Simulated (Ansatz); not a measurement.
CH6FGeNSi can be A, `N[Si@H]1[GeH2][C@@H]1F`, or B, `F[SiH]1C[N]1[GeH3]`.

Calculated with Ansatz (gas phase, PBE0-D4/def2-TZVP geometries, no zero-point term in ΔE). CCSD(T)/CBS adds triple-zeta CCSD(T) − MP2 to the extrapolated MP2 energy (def2 sets, frozen cores). DFT in def2-TZVPP. B3LYP here is the variant with VWN-RPA as its local correlation; programs differ in this. For Ge outer-core shells are correlated without core-valence functions, which leaves a few kJ/mol of doubt a bond. Scalar relativity is left out up to krypton. One conformer a species, not always the lowest.

A:

```xyz
11

N     0.732    2.050   -0.274
Si   -0.237    0.648   -0.337
Ge    0.057   -1.661   -0.567
C    -0.418   -0.554    1.074
F    -1.522   -0.687    1.882
H     0.603    2.786   -0.950
H     1.671    2.034    0.086
H    -1.520    0.988   -0.994
H     1.239   -2.610   -0.320
H    -1.100   -2.379   -1.277
H     0.496   -0.615    1.678
```

B:

```xyz
11

F     0.9979    2.6561   -0.5788
Si    0.1225    1.3944   -0.9954
C    -1.1832    0.7370    0.0845
N     0.1354    0.0152   -0.0634
Ge    0.6864   -1.5620    0.6670
H     0.1561    1.3397   -2.4664
H    -1.3610    1.1790    1.0658
H    -2.0556    0.2067   -0.2997
H     2.0807   -1.8624    0.0996
H    -0.3144   -2.6695    0.2856
H     0.7352   -1.4343    2.2011
```

Problem. Which is lower in electronic energy at CCSD(T)/CBS, and by how much? (Best estimate.)

Solution. Computed: B, by 182.0 kJ/mol.

Problem. Give E(B) − E(A) in kJ/mol with PBE-D4, r2SCAN-D4, MP2/def2-TZVPP, B3LYP, CCSD/def2-TZVPP, B3LYP-D4, B2PLYP. (An estimate is asked.)

Solution. Computed: PBE-D4 -148.6, r2SCAN-D4 -170.2, MP2/def2-TZVPP -201.5, B3LYP -174.8, CCSD/def2-TZVPP -194.4, B3LYP-D4 -176.1, B2PLYP -186.5. None reverses the order clearly.

Largest T1 diagnostic: 0.013.

From PBE to PBE0 (25 % exact exchange), in def2-TZVPP and without D4, E(B) − E(A) moves by −14.7 kJ/mol. In def2-TZVPP, CCSD(T) changes the Hartree–Fock value by +30.1 kJ/mol (the triples alone add +5.4 kJ/mol) and MP2 by +17.6 kJ/mol.
